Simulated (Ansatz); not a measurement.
Series SiXY, Y = methyl, computed as singlets and as triplets. Gas-phase values, no solvent. One relaxed conformer stands for each flexible species; it need not be the lowest. Strings in code marks are SMILES.

Quantity: adiabatic spin-state energy, in eV. HF references are unrestricted for open shells and restricted for singlets. The restricted reference of `B[Si]C` is unstable towards unrestricted orbitals.

Case: `B[Si]C`: multiplicity 3 minus multiplicity 1. The other species in the difference include `B[Si]C` (neutral, multiplicity 1). Geometry of `B[Si]C` (neutral, multiplicity 3, Å):

```xyz
8

B      1.8699     0.2550     0.4323
Si     0.3054    -0.8821     0.3216
C     -1.4425    -0.2520    -0.0137
H      2.9624    -0.2044     0.6567
H      1.7074     1.4451     0.2679
H     -2.0886    -0.4017     0.8660
H     -1.4102     0.8248    -0.2473
H     -1.9037    -0.7846    -0.8601
```

Question: Estimate the adiabatic spin-state energy that frozen-core CCSD(T)/cc-pVTZ // PBE0-D3(BJ)/def2-SVP (Ansatz, a program for electronic structure) returns for this input.

Answer: 0.304 eV.
